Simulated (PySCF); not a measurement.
Point-charge models of `C#C[SiH2][GeH2][GeH2][PH2]` against its computed dipole.

Coordinates (PBE0-D3(BJ)/def2-SVP, Å) and charges (e) from the PBE0/pcSseg-1 density (PySCF):

| atom | x | y | z | Mulliken | IAO | Hirshfeld | ESP-fitted |
| --- | --- | --- | --- | --- | --- | --- | --- |
| C1 | -0.483 | 3.035 | 0.948 | -0.1811 | -0.1814 | -0.0765 | -0.3164 |
| C2 | 0.489 | 2.467 | 0.485 | -0.2082 | -0.3282 | -0.1578 | -0.2167 |
| Si3 | 1.882 | 1.503 | -0.220 | +0.6199 | +0.5043 | +0.2626 | +0.5101 |
| Ge4 | 1.041 | -0.690 | -0.690 | -0.2968 | +0.0694 | +0.1402 | -0.1368 |
| Ge5 | -1.281 | -0.826 | -0.001 | -0.0871 | +0.2148 | +0.1779 | +0.2837 |
| P6 | -2.258 | -2.915 | -0.354 | -0.0701 | -0.0654 | -0.0189 | -0.3326 |
| H7 | -1.337 | 3.547 | 1.356 | +0.0908 | +0.2048 | +0.1030 | +0.2971 |
| H8 | 2.995 | 1.452 | 0.774 | -0.0567 | -0.0905 | -0.0663 | -0.1008 |
| H9 | 2.368 | 2.177 | -1.461 | -0.0568 | -0.0904 | -0.0662 | -0.0997 |
| H10 | 1.148 | -0.999 | -2.198 | +0.0327 | -0.0550 | -0.0674 | -0.0125 |
| H11 | 1.863 | -1.753 | 0.067 | +0.0324 | -0.0553 | -0.0677 | -0.0144 |
| H12 | -2.118 | 0.206 | -0.781 | +0.0343 | -0.0607 | -0.0688 | -0.0464 |
| H13 | -1.399 | -0.518 | 1.504 | +0.0345 | -0.0607 | -0.0686 | -0.0459 |
| H14 | -1.747 | -3.046 | -1.683 | +0.0561 | -0.0029 | -0.0127 | +0.1162 |
| H15 | -1.166 | -3.636 | 0.222 | +0.0562 | -0.0028 | -0.0127 | +0.1151 |

Question: What dipole does each set of charges give (1 e·Å = 4.803 D), and what does the density give?

Answer: The full density gives (0.53, 0.38, -0.05) D, 0.66 D in size; dipole vectors point from the negative to the positive end.

```csv
scheme,μx,μy,μz,size (D),share of the full size (%),angle to the full dipole (°)
Mulliken,2.40,-0.05,-0.69,2.50,379,38
IAO,0.57,-0.24,-0.24,0.66,100,59
Hirshfeld,-0.01,0.01,0.00,0.02,2,–
ESP-fitted,0.48,0.34,-0.05,0.59,90,1
```

Question: Which set comes closest?

Answer: Length of the difference vector: ESP-fitted 0.07 D, IAO 0.65 D, Hirshfeld 0.67 D, Mulliken 2.02 D. Closest: ESP-fitted. ESP charges are fitted to the potential around the molecule, whose slowest-falling term is the dipole's. The schemes that divide the density aren't constrained to reproduce the dipole.

Question: What is left for the Hirshfeld atoms' own dipoles?

Answer: The shares of the density sum to the whole, so what Σ q r misses lies in dipoles about the nuclei. The atomic dipoles sum to (0.53, 0.38, -0.05) − (-0.01, 0.01, 0.00) = (0.54, 0.37, -0.05) D, 0.67 D in size.

Question: With the origin at the mean of the coordinates, (0.000, 0.000, -0.136) Å, which are the largest single terms, by size, of the ESP-fitted dipole along the direction of the full one?

Answer: Si3 +5.89, P6 +5.60, Ge5 -2.08, C1 -1.96, C2 -1.86 D; all 15 atoms together +0.59 D. The single terms depend on the origin, their sum doesn't.

Question: Give the size of the full dipole in other units.

Answer: 0.66 D = 0.259 au = 0.137 e·Å = 2.20 × 10⁻³⁰ C·m.

One conformer (not necessarily the lowest) at the PBE0-D3(BJ)/def2-SVP geometry, without solvent, vibrations or thermal averaging. The calculation is non-relativistic, for germanium too.

The run behind these numbers computed NMR shieldings as well. The run took 48 s of wall time on an Arm Neoverse V1 with one thread, no GPU, shared host.

The values belong to the conformer `[CH:1]#[C:2][SiH2:3][GeH2:4][GeH2:5][PH2:6]`: C2–Si3–Ge4–Ge5 -2°, Si3–Ge4–Ge5–P6 -179°, H–P6–Ge5–Ge4 -46°, H–P6–Ge5–Ge4 47°.
